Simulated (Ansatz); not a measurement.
The inner images of a band of CH$_{6}$OSSi (10 atoms, charge 0, multiplicity 1) are given out of order.

All numbers below come from Ansatz, RKS PBE-D4/6-31G*.

First end point:

```xyz
10
Properties=species:S:1:pos:R:3
O -0.688 0.741 -1.197
C -0.589 0.709 0.235
Si 0.292 -0.933 0.655
S 2.128 -0.985 -0.478
H -1.032 1.621 -1.449
H 0.006 1.557 0.635
H -1.586 0.741 0.725
H -0.620 -2.080 0.330
H 0.656 -0.995 2.108
H 1.516 -0.426 -1.560
```

Last end point:

```xyz
10
Properties=species:S:1:pos:R:3
O -1.859 0.703 -0.073
C -0.433 0.816 -0.121
Si 0.240 -0.892 0.401
S 2.406 -0.945 0.306
H -2.232 1.586 -0.272
H -0.056 1.077 -1.135
H -0.034 1.584 0.576
H -0.366 -1.952 -0.469
H -0.071 -1.165 1.838
H 2.488 -0.862 -1.050
```

Problem. Put them in order from the first end to the last, with their energies above the first end.
A.
```xyz
10
Properties=species:S:1:pos:R:3
O -1.820 0.646 -0.339
C -0.429 0.834 -0.052
Si 0.249 -0.883 0.441
S 2.405 -0.965 0.220
H -2.206 1.532 -0.496
H 0.141 1.229 -0.921
H -0.257 1.541 0.789
H -0.422 -1.929 -0.394
H 0.026 -1.161 1.895
H 2.395 -0.894 -1.140
```
B.
```xyz
10
Properties=species:S:1:pos:R:3
O -0.841 0.750 -1.171
C -0.587 0.750 0.241
Si 0.292 -0.900 0.614
S 2.222 -0.967 -0.354
H -1.253 1.609 -1.395
H 0.065 1.594 0.554
H -1.521 0.815 0.842
H -0.594 -2.025 0.170
H 0.579 -1.029 2.080
H 1.721 -0.648 -1.579
```
C.
```xyz
10
Properties=species:S:1:pos:R:3
O -1.039 0.732 -1.130
C -0.575 0.782 0.225
Si 0.291 -0.882 0.572
S 2.294 -0.969 -0.239
H -1.467 1.591 -1.325
H 0.144 1.611 0.399
H -1.405 0.913 0.956
H -0.569 -1.984 0.033
H 0.494 -1.057 2.047
H 1.914 -0.788 -1.534
```
D.
```xyz
10
Properties=species:S:1:pos:R:3
O -1.726 0.624 -0.580
C -0.447 0.845 0.027
Si 0.257 -0.881 0.473
S 2.397 -0.982 0.137
H -2.121 1.504 -0.752
H 0.264 1.372 -0.646
H -0.516 1.454 0.955
H -0.466 -1.919 -0.328
H 0.123 -1.171 1.937
H 2.318 -0.896 -1.220
```
E.
```xyz
10
Properties=species:S:1:pos:R:3
O -1.237 0.692 -1.058
C -0.551 0.808 0.194
Si 0.284 -0.878 0.539
S 2.341 -0.980 -0.130
H -1.657 1.557 -1.241
H 0.227 1.602 0.183
H -1.239 1.044 1.037
H -0.550 -1.955 -0.084
H 0.401 -1.100 2.018
H 2.066 -0.840 -1.455
```
F.
```xyz
10
Properties=species:S:1:pos:R:3
O -1.578 0.628 -0.798
C -0.481 0.843 0.099
Si 0.264 -0.882 0.498
S 2.384 -0.993 0.052
H -1.977 1.504 -0.979
H 0.310 1.489 -0.337
H -0.799 1.325 1.050
H -0.505 -1.923 -0.255
H 0.220 -1.166 1.969
H 2.246 -0.876 -1.297
```
G.
```xyz
10
Properties=species:S:1:pos:R:3
O -1.414 0.655 -0.955
C -0.520 0.829 0.152
Si 0.272 -0.881 0.515
S 2.369 -0.985 -0.018
H -1.821 1.527 -1.135
H 0.286 1.563 -0.061
H -1.043 1.183 1.068
H -0.525 -1.935 -0.191
H 0.295 -1.148 1.990
H 2.183 -0.859 -1.361
```

Solution. B (+0.9 kJ/mol), C (+3.4 kJ/mol), E (+6.8 kJ/mol), G (+9.7 kJ/mol), F (+10.8 kJ/mol), D (+9.0 kJ/mol), A (+6.0 kJ/mol).

Time of the run: 2.4 min on 1 thread of Arm Neoverse V2, with other jobs on the host, peak memory 0.12 GiB.
